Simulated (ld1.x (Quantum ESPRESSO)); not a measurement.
# Au: variants of one ultrasoft potential

Base potential:

```json
{
 "Element": "Au (Z = 79)",
 "Generator": "ld1.x (Quantum ESPRESSO) 7.5",
 "Type": "ultrasoft",
 "Functional": "LDA (PZ)",
 "Relativity": "scalar-relativistic",
 "Frozen core": "[Xe] 4f14",
 "Valence charge": "11",
 "Reference configuration": "5d10 6s0.75 6p0.25",
 "Partial waves": "6s (bound): rcut 1.80, rcutus 2.50 bohr; 6s channel at 1 Ry: rcut 1.80, rcutus 2.50 bohr; 6p (bound): rcut 2.85, rcutus 3.40 bohr; 6p channel at 4.75 Ry: rcut 2.85, rcutus 3.40 bohr; 5d (bound): rcut 0.90, rcutus 1.25 bohr; 5d channel at 0.55 Ry: rcut 0.90, rcutus 1.25 bohr",
 "Local potential": "all-electron potential smoothed inside 3.20 bohr (lloc = -1)",
 "Core correction": "a·sin(br)/r model core, default radius (core density twice the valence density)",
 "Augmentation charge": "PSQ, radius 0.95 bohr"
}
```

All-electron outer shells of the reference configuration (LDA (PZ), scalar-relativistic, ld1.x):

```csv
shell,level (eV),outermost node (bohr),outermost maximum (bohr)
4f,-82.17,–,0.37
5p,-60.65,0.52,0.96
5d,-7.69,0.56,1.21
6s,-6.53,1.11,2.29
6p,-1.26,1.32,3.47
```

Cutoffs, loose and tight: the cutoffs (Ry, on a coarse ladder) from which the occupation-weighted sum of valence levels, in a spherical-Bessel basis at the reference potential, stays within 10 and 1 mRy of its value at 400 Ry. They do not see the model core or the augmentation charge, which bear on the density cutoff. Test errors are all-electron minus pseudo excitation energies from the reference, over the configurations 5d10 6s1 6p0; 5d10 6s0 6p0; 5d9 6s0 6p0; 5d10 6s0 6p1; 5d9 6s1 6p0; 5d9 6s2 6p0; 5d8 6s0 6p0 (two spin-polarised tests are not counted in the largest error). A dash means not determined; rows that change the core or the reference have their own tests. The largest error is taken over the tests solved by every variant that gives reliable tests at all: 5d10 6s0 6p0; 5d10 6s0 6p1; 5d10 6s1 6p0; 5d9 6s0 6p0.

| change | outcome | cutoff, loose | cutoff, tight | bound ghosts | largest test error (meV) |
| --- | --- | --- | --- | --- | --- |
| base | generated | 70 Ry | 120 Ry | none | -56 |
| waves 6s (bound): rcut 1.58, rcutus 1.68 bohr; 6s channel at 1 Ry: rcut 1.58, rcutus 1.68 bohr | failed: chargeps: negative rho | – | – | – | – |
| waves 6s (bound): rcut 1.78, rcutus 1.88 bohr; 6s channel at 1 Ry: rcut 1.78, rcutus 1.88 bohr | failed: chargeps: negative rho | – | – | – | – |
| waves 6s (bound): rcut 1.80, rcutus 2.08 bohr; 6s channel at 1 Ry: rcut 1.80, rcutus 2.08 bohr | generated | 70 Ry | 120 Ry | none | -45 |
| waves 6s (bound): rcut 1.80, rcutus 2.38 bohr; 6s channel at 1 Ry: rcut 1.80, rcutus 2.38 bohr | generated | 70 Ry | 120 Ry | none | -38 |
| waves 6s (bound): rcut 1.80, rcutus 2.62 bohr; 6s channel at 1 Ry: rcut 1.80, rcutus 2.62 bohr | generated | 70 Ry | 120 Ry | none | -120 |
| waves 6s (bound): rcut 1.80, rcutus 2.74 bohr; 6s channel at 1 Ry: rcut 1.80, rcutus 2.74 bohr | generated | 70 Ry | 120 Ry | none | -282 |
| waves 6s (bound): rcut 1.80, rcutus 3.08 bohr; 6s channel at 1 Ry: rcut 1.80, rcutus 3.08 bohr | failed: chargeps: negative rho | – | – | – | – |
| waves 6s (bound): rcut 1.80, rcutus 3.26 bohr; 6s channel at 1 Ry: rcut 1.80, rcutus 3.26 bohr | failed: chargeps: negative rho | – | – | – | – |
| waves 6s (bound): rcut 1.80, rcutus 3.58 bohr; 6s channel at 1 Ry: rcut 1.80, rcutus 3.58 bohr | failed: chargeps: negative rho | – | – | – | – |
| waves 6s (bound): rcut 1.80, rcutus 3.72 bohr; 6s channel at 1 Ry: rcut 1.80, rcutus 3.72 bohr | failed: chargeps: negative rho | – | – | – | – |

Reading the sweep of the s radius (base included, trends over the rows without a ghost): The loose cutoff stays near 70 Ry. The generation fails at 1.68, 1.88, 3.08, 3.26, 3.58, 3.72 bohr.
